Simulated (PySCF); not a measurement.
H2BCl2N, singlet, geometry from GFN2-xTB. Base run: HF/6-31G run with PySCF.

Input for PySCF:
```python
from pyscf import gto, scf, solvent

mol = gto.Mole()
mol.atom = '''
    B    -0.21500876    0.17235440   -0.17656584
    Cl    1.34322240   -0.19892530   -0.84011027
    Cl   -0.64162874   -0.36348322    1.41626109
    N    -1.12546632    0.90219152   -0.92423631
    H    -2.04242288    1.14585877   -0.58951495
    H    -0.93136134    1.23797347   -1.85256556
'''
mol.basis = '6-31g'
mol.verbose = 4
mol.build()

mf = scf.RHF(mol)
mf.kernel()
```

Each row names what was changed in the base input (with any setting that the change needs).

```json
[
 {"change": "base", "ΔE vs base (kJ/mol)": "0.00", "dipole (D)": "3.45", "HOMO-LUMO gap (eV)": "16.27"},
 {"change": "model = IEF-PCM; solvent = 2-propanol", "ΔE vs base (kJ/mol)": "-22.90", "dipole (D)": "4.14", "HOMO-LUMO gap (eV)": "16.12"},
 {"change": "model = COSMO; solvent = 2-propanol", "ΔE vs base (kJ/mol)": "-22.72", "dipole (D)": "4.13", "HOMO-LUMO gap (eV)": "16.12"},
 {"change": "model = IEF-PCM; solvent = 2-propanol; vdw_scale = 1.1", "ΔE vs base (kJ/mol)": "-29.5", "dipole (D)": "4.24", "HOMO-LUMO gap (eV)": "16.12"},
 {"change": "model = C-PCM; solvent = 2-propanol", "ΔE vs base (kJ/mol)": "-23.39", "dipole (D)": "4.15", "HOMO-LUMO gap (eV)": "16.12"},
 {"change": "model = ddCOSMO; solvent = 2-propanol", "ΔE vs base (kJ/mol)": "-17.15", "dipole (D)": "4.01", "HOMO-LUMO gap (eV)": "16.17"},
 {"change": "model = IEF-PCM; solvent = 2-propanol; lebedev_order = 41", "ΔE vs base (kJ/mol)": "-23.01", "dipole (D)": "4.14", "HOMO-LUMO gap (eV)": "16.12"},
 {"change": "model = IEF-PCM; solvent = tetrahydrofuran", "ΔE vs base (kJ/mol)": "-20.00", "dipole (D)": "4.05", "HOMO-LUMO gap (eV)": "16.14"},
 {"change": "model = IEF-PCM; solvent = dimethylsulfoxide", "ΔE vs base (kJ/mol)": "-24.04", "dipole (D)": "4.17", "HOMO-LUMO gap (eV)": "16.11"},
 {"change": "model = IEF-PCM; solvent = acetonitrile", "ΔE vs base (kJ/mol)": "-23.79", "dipole (D)": "4.16", "HOMO-LUMO gap (eV)": "16.11"},
 {"change": "model = IEF-PCM; solvent = 2-propanol; vdw_scale = 1.4", "ΔE vs base (kJ/mol)": "-14.63", "dipole (D)": "3.96", "HOMO-LUMO gap (eV)": "16.14"},
 {"change": "model = IEF-PCM; solvent = 2-propanol; lebedev_order = 11", "ΔE vs base (kJ/mol)": "-22.03", "dipole (D)": "4.12", "HOMO-LUMO gap (eV)": "16.12"}
]
```

The base is the gas phase, so ΔE is the electrostatic part of solvation at a fixed geometry, without cavity and dispersion terms.
